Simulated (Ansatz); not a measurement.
CH₃BO₂, SMILES `BC(=O)O`. Total charge 0; spin multiplicity 1. The structure was optimised at the PBE0-D4/def2-TZVP level. It is one conformer, not always the lowest.

```xyz
7

B    -0.009    0.628    0.952
C    -0.122   -0.166   -0.385
O    -1.114    0.103   -1.025
O     0.790   -1.054   -0.776
H     0.500    1.704    0.941
H    -0.544    0.197    1.925
H     0.500   -1.412   -1.631
```

Problem. What is the dipole moment at PBE/def2-TZVPP? (Best estimate.)

Solution. Ansatz gave: 1.44 D, with components (1.16, -0.85, -0.07) D in this frame, pointing from negative to positive charge.

Problem. And with r2SCAN, B3LYP, ωB97M-V? (Estimate.)

Solution. Computed: r2SCAN 1.49 D, B3LYP 1.50 D, ωB97M-V 1.53 D.

Problem. Give the Mulliken charges with PBE, r2SCAN, B3LYP in def2-TZVPP. (An estimate is asked.)

Solution. The calculation gave: 
```tsv
atom	PBE	r2SCAN	B3LYP
B1	-0.05	0.00	-0.07
C2	0.23	0.33	0.31
O3	-0.25	-0.33	-0.31
O4	-0.21	-0.27	-0.25
H5	0.04	0.03	0.06
H6	0.04	0.03	0.06
H7	0.20	0.22	0.20
```

B3LYP here is the variant with VWN-RPA as its local correlation; programs differ in this.
